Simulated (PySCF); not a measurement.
Input for PySCF: R-MP2/6-31G* on H4OSi (SMILES O[SiH3]) with ghost functions, monomers drawn apart or pushed together.

```python
from pyscf import gto, scf, dft, mp
from pyscf.data.elements import chemcore

mol = gto.M(
    atom='''
    O     0.67791825   -1.30685126    2.66301700
    Si    0.55501936   -0.04823938    3.71965850
    H     0.41896729   -1.13882496    1.74752150
    H     1.43999410    1.08324614    3.34103062
    H     0.96009042   -0.57170254    5.03992583
    H    -0.83319501    0.47572396    3.79597193
    ghost-As   -0.37087047   -0.12669010   -0.24454212
    ghost-H   -1.82746168   -0.18720242   -0.67450692
    ghost-H    0.14982197   -0.50947290   -1.62037825
    ghost-H   -0.25696793    1.36491626   -0.51510325
    ''',
    basis='6-31g*',
    cart=True,
    charge=0, spin=0, verbose=3, max_memory=1800)
mf = scf.RHF(mol)
mf.conv_tol = 1e-8
mf.max_cycle = 100
mf.kernel()
if not mf.converged:
    mf = mf.newton().run(mf.mo_coeff, mf.mo_occ)
pt = mp.MP2(mf, frozen=chemcore(mol)).run()
```

The log:

```
converged SCF energy = -366.130836068899
E(RMP2) = -366.391707336312  E_corr = -0.260871267413584
E(SCS-RMP2) = -366.391213654796  E_corr = -0.260377585897398
```

The calculation finished and met its thresholds.

Cost: very roughly 2.1 core-seconds.
